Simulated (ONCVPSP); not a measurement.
**Configuration tests for hafnium (Hf) (ONCV)**

* Element: hafnium (Hf)
* Generator: ONCVPSP 4.0.1
* Type: optimised norm-conserving Vanderbilt (ONCV)
* Functional: PBEsol
* Relativity: scalar-relativistic
* Frozen core: [Kr] 4d10 4f14
* Valence charge: 12
* Reference configuration: 5s2 5p6 5d2 6s1.5 6p0.5
* Partial waves: 5s+6s: rc 1.75 bohr, ncon 4, nbas 8, qcut 5.4 1/bohr, 2 projectors; 5p+6p: rc 1.85 bohr, ncon 3, nbas 6, qcut 9.3 1/bohr, 2 projectors; 5d: rc 2.75 bohr, ncon 4, nbas 9, qcut 6.2 1/bohr, 1 projector; f scattering state at 0.38 Ha: rc 2.65 bohr, ncon 3, nbas 7, qcut 4.2 1/bohr, 2 projectors, debl 2.6 Ha
* Local potential: polynomial inside 1.70 bohr (lpopt 5, dvloc0 3 Ha)
* Core correction: none

Energies are relative to the spin-unpolarised reference configuration 5s2 5p6 5d2 6s1.5 6p0.5; without spin polarisation the order of configurations can differ from experiment.

Problem. Give the all-electron excitation energy and the error of the potential for: 5s2 5p6 5d2 6s2 6p0; 5s2 5p6 5d2 6s1 6p0; 5s2 5p6 5d2 6s0 6p0; 5s2 5p6 5d1 6s2 6p0.

Solution.

| valence configuration | charge | ΔE all-electron (eV) | error AE − PS (meV) |
| --- | --- | --- | --- |
| 5s2 5p6 5d2 6s2 6p0 | 0 | -1.906 | +0.7 |
| 5s2 5p6 5d2 6s1 6p0 | +1 | 6.103 | -1.9 |
| 5s2 5p6 5d2 6s0 6p0 | +2 | 20.266 | +2.1 |
| 5s2 5p6 5d1 6s2 6p0 | +1 | 4.635 | -2.5 |
